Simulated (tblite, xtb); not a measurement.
C$_{2}$H$_{5}$O (SMILES [CH2]OC), doublet, at a GFN2-xTB geometry. Base run: xtb 6.7.1 with GFN1-xTB.

xtb was given this input:
```
$ xtb mol.xyz --gfn 1 --uhf 1 --json

# file mol.xyz
8

C      0.03125258     1.18191608    -0.33854728
O      0.24457802     0.10933479     0.47247031
C     -0.15594763    -1.13288175    -0.04057529
H      0.25141382     2.12178844     0.12572380
H     -0.68830879     1.10700708    -1.13482660
H      0.02617298    -1.87049463     0.73935228
H     -1.22049242    -1.13034851    -0.30195112
H      0.42276052    -1.39683663    -0.93332548
```

Programs used: tblite, xtb; a row that names a program was run with it.

Each row names what was changed in the base input (with any setting that the change needs).

| change | ΔE vs base (kcal/mol) | dipole (D) | G_solv (kcal/mol) | SCF cycles |
|---|---|---|---|---|
| base | 0.000 | 1.89 | - | 9 |
| acc = 30 | 0.000 | 1.89 | - | 8 |
| program = tblite; method = gfn1; option = (--alpb, water) | -1.38 | - | - | - |
| program = tblite; method = gfn1; option = --spin-polarized | -5.84 | - | - | - |
| gbsa = thf | -4.21 | 2.03 | -4.43 | 9 |
| program = tblite; method = gfn1; option = (--etemp, 2000) | 0.000 | - | - | - |
| acc = 0.0001 | 0.000 | 1.89 | - | 14 |
| alpb = chcl3 | -4.09 | 2.02 | -4.29 | 9 |

ALPB and GBSA are two models with their own fitted parameters for each solvent, which aren't always the measured dielectric constant.
